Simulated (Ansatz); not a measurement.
Stepwise reaction of `C[S][Cd][S]C` with hydrogen chloride, as a gas-phase model of exchange steps in deposition or etching. ΔE in kJ/mol.

Program: Ansatz. Geometries: PBE0-D4/def2-TZVP. ΔE: electronic, gas phase. CCSD(T)/CBS adds triple-zeta CCSD(T) − MP2 to the extrapolated MP2 energy (def2 sets, frozen cores). This one scheme is used for every species. Functionals use def2-TZVPP. B3LYP here is the variant with VWN-RPA as its local correlation; programs differ in this. Elements past krypton have def2 core potentials. For Cd outer-core shells are correlated without core-valence functions, which leaves a few kJ/mol of doubt a bond. One conformer a species, not always the lowest.

```tsv
step	reaction	PBE-D4	B3LYP-D4	ωB97M-V	CCSD(T)/CBS
1	`C[S][Cd][S]C` + HCl → `C[S][Cd][Cl]` + CH₃SH	-36.8	-43.9	-47.4	-43.5
2	`C[S][Cd][Cl]` + HCl → `[Cl][Cd][Cl]` + CH₃SH	-28.3	-35.0	-39.9	-36.7
```

Q: By hand: ΔE of the 2 steps together at CCSD(T)/CBS.

A: (-43.5) + (-36.7) = -80.2 kJ/mol, or -40.1 kJ/mol a step.

In ΔE each step is higher than the one before. All are downhill at CCSD(T)/CBS. PBE-D4 differs from CCSD(T)/CBS by 6.7 to 8.4 kJ/mol a step. Isolated molecules leave out the surface, adducts and barriers. Largest T1 diagnostic: 0.013.
